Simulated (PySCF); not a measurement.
## Calculated data, AlBH3O

All values are calculated (PySCF 2.14.0). Calculation on a computer-drawn molecule: optimised geometry and harmonic frequencies of an isolated molecule of the commonest isotopes, restricted reference for singlets and unrestricted otherwise, frozen core in MP2.

AlBH3O

Start structure:
```xyz
6
AlBH3O
B     -0.7751    -1.4648    -2.0855
Al     0.3001    -0.6570    -0.4124
O      1.7095     0.2813    -0.4167
H     -1.7291    -0.8887    -2.5390
H     -0.5914    -2.5982    -2.4447
H      2.2496     0.6027    -1.1192
```

- charge: 0
- multiplicity: 2
- method: MP2
- basis: cc-pV(D+d)Z
- total energy: ?
- spin squared: ?
- rotational constants: ?

Drawn bonds:
```
atom  other atom  order
   1           2      1
   2           3      1
   1           4      1
   1           5      1
   3           6      1
```

## Withheld values
1. What total energy does the calculation give for AlBH3O?
2. Estimate the spin squared of AlBH3O.
3. What rotational constants does the calculation give for AlBH3O?

Answers
1. -343.5220 hartree
2. 0.7601
3. 176.4, 4.601, 4.528 GHz

Further results for AlBH3O:

* convergence status largest gradient component: 4.23e-05 hartree/bohr

Optimised structure:
```xyz
6
AlBH3O
B     -0.9172    -1.5613    -2.1314
Al     0.5131    -0.5539    -1.1349
O      1.7288     0.2995    -0.3100
H     -1.9143    -0.9525    -2.4285
H     -0.7258    -2.7343    -2.3332
H      2.4790     0.7778    -0.6794
```

Modes:
```
frequency (cm⁻¹)  reduced mass (dalton)
           129.3                   3.59
           153.5                  6.245
           275.2                  1.104
           458.8                  1.312
           525.7                   1.29
           547.3                   1.32
           577.4                  3.732
           916.5                  7.305
            1066                  1.117
            2615                  1.042
            2735                  1.134
            3939                  1.068
```
